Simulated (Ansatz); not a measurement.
`O[SiH2]O[SiH2]Cl` and `[SiH3]CO[SiH2]Cl` differ in one atom or group.

Ansatz, PBE0-D4/def2-TZVP geometries, multiplicity 1. Each molecule was computed in one conformer, which needn't be the lowest.

```json
{"property": "LUMO energy (PBE/def2-TZVPP) / eV", "`O[SiH2]O[SiH2]Cl`": "-0.64"}
{"property": "size of the dipole moment (B3LYP/def2-TZVPP) / D", "`O[SiH2]O[SiH2]Cl`": "0.67"}
{"property": "size of the dipole moment (PBE/def2-TZVPP) / D", "`O[SiH2]O[SiH2]Cl`": "0.58"}
{"property": "HOMO energy (PBE/def2-TZVPP) / eV", "`O[SiH2]O[SiH2]Cl`": "-7.37"}
{"property": "LUMO energy (ωB97M-V/def2-TZVPP) / eV", "`O[SiH2]O[SiH2]Cl`": "1.95"}
{"property": "LUMO energy (PBE0/def2-TZVPP) / eV", "`O[SiH2]O[SiH2]Cl`": "0.24"}
```

**Question.** Give the same properties after the change, and the shifts. (Best estimate.)

**Answer.** Computed: 
```
                                        property  `[SiH3]CO[SiH2]Cl`  shift
               LUMO energy (PBE/def2-TZVPP) / eV               -0.67  -0.03
size of the dipole moment (B3LYP/def2-TZVPP) / D                1.18   0.51
  size of the dipole moment (PBE/def2-TZVPP) / D                1.09   0.51
               HOMO energy (PBE/def2-TZVPP) / eV               -7.14   0.23
           LUMO energy (ωB97M-V/def2-TZVPP) / eV                1.89  -0.06
              LUMO energy (PBE0/def2-TZVPP) / eV                0.22  -0.02
```

Dipoles are sizes alone; their direction can turn.

B3LYP here is the variant with VWN-RPA as its local correlation; programs differ in this.
